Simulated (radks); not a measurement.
Results of a calculation; reference values are marked as such.
How relativity changes the ionisation of the krypton ion Kr3+ ([Ar] 3d10 4s2 4p3) to Kr4+ ([Ar] 3d10 4s2 4p2). Spin-unpolarised spherical Kohn-Sham, PBE, point nucleus unless stated (finite: rms radius 4.1884 fm), a radial shooting solver on a logarithmic mesh with Libxc functionals. A level marked "c x" has the speed of light scaled by that factor and shares open shells by 2j + 1; other Dirac levels either fill j = l - 1/2 first or share by 2j + 1.

[
 {"level": "non-rel.", "E(Kr3+) (hartree)": "-2750.60500", "E(Kr4+) (hartree)": "-2748.77873", "IE (eV)": "49.695", "HOMO": "4p", "<r> HOMO (bohr)": "1.671"},
 {"level": "scalar-rel.", "E(Kr3+) (hartree)": "-2787.45251", "E(Kr4+) (hartree)": "-2785.62201", "IE (eV)": "49.811", "HOMO": "4p", "<r> HOMO (bohr)": "1.663"},
 {"level": "scalar-rel., finite nucleus", "E(Kr3+) (hartree)": "-2787.42870", "E(Kr4+) (hartree)": "-2785.59819", "IE (eV)": "49.811", "HOMO": "4p", "<r> HOMO (bohr)": "1.663"},
 {"level": "Dirac, 2j+1 shares", "E(Kr3+) (hartree)": "-2787.66602", "E(Kr4+) (hartree)": "-2785.83512", "IE (eV)": "49.821", "HOMO": "4p3/2", "<r> HOMO (bohr)": "1.672"},
 {"level": "Dirac, low j first", "E(Kr3+) (hartree)": "-2787.69879", "E(Kr4+) (hartree)": "-2785.88344", "IE (eV)": "49.398", "HOMO": "4p3/2", "<r> HOMO (bohr)": "1.673"},
 {"level": "Dirac, 2j+1 shares, finite nucleus", "E(Kr3+) (hartree)": "-2787.64217", "E(Kr4+) (hartree)": "-2785.81127", "IE (eV)": "49.821", "HOMO": "4p3/2", "<r> HOMO (bohr)": "1.672"},
 {"level": "Dirac, c x 1.25", "E(Kr3+) (hartree)": "-2774.03048", "E(Kr4+) (hartree)": "-2772.20129", "IE (eV)": "49.775", "HOMO": "4p3/2", "<r> HOMO (bohr)": "1.672"},
 {"level": "Dirac, c x 1.5", "E(Kr3+) (hartree)": "-2766.76468", "E(Kr4+) (hartree)": "-2764.93639", "IE (eV)": "49.750", "HOMO": "4p3/2", "<r> HOMO (bohr)": "1.671"},
 {"level": "Dirac, c x 5", "E(Kr3+) (hartree)": "-2752.03979", "E(Kr4+) (hartree)": "-2750.21334", "IE (eV)": "49.700", "HOMO": "4p3/2", "<r> HOMO (bohr)": "1.671"}
]

NIST Atomic Spectra Database: 50.9 eV (measured). The relativistic part of the total energy of Kr3+ is -37.04 hartree (Dirac, 2j+1 shares, finite nucleus), 1.3 % of the non-relativistic value. Spin polarisation and multiplet splitting of open shells are left out at every level.

Beside tabulated values, note that spin-unpolarised runs miss the spin-polarisation part of the exchange energy of open shells.
